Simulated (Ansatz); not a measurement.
Reaction (formal exchange of groups at the Si–C bond): `C=C(F)[SiH2]Cl` + `SS[SiH2]Cl` → `Cl[SiH2]S[SiH2]Cl` + `C=C(F)S`

Program: Ansatz. Geometries: PBE0-D4/def2-TZVP. ΔE: electronic, gas phase. CCSD(T)/CBS is the MP2 limit (def2-TZVPP, def2-QZVPP) plus CCSD(T) − MP2 in def2-TZVPP, frozen cores. DFT in def2-TZVPP. B3LYP here is the variant with VWN-RPA as its local correlation; programs differ in this. One conformer a species, not always the lowest.

CCSD(T)/CBS gives -15.4 kcal/mol.

Problem. Another level gave -16.4 kcal/mol. Which?
A. SCS-MP2/def2-TZVPP
B. B3LYP/def2-TZVPP
C. ωB97M-V/def2-TZVPP
D. MP2/def2-TZVPP

Solution. A. SCS-MP2/def2-TZVPP -16.4, B3LYP -13.5, MP2/def2-TZVPP -17.9, ωB97M-V -15.4 kcal/mol.

Largest T1 diagnostic among the species: 0.012.

From PBE to PBE0 (25 % exact exchange), in def2-TZVPP and without D4, ΔE moves by −0.9 kcal/mol. In def2-TZVPP, CCSD(T) changes the Hartree–Fock value by −1.9 kcal/mol (the triples alone add −0.3 kcal/mol) and MP2 by −3.8 kcal/mol. The D4 term adds −1.2 kcal/mol with B3LYP and −0.7 kcal/mol with PBE0; it sums over pairs of atoms, weighted by their polarisabilities, and B3LYP, whose exchange is more repulsive, gets the larger term.
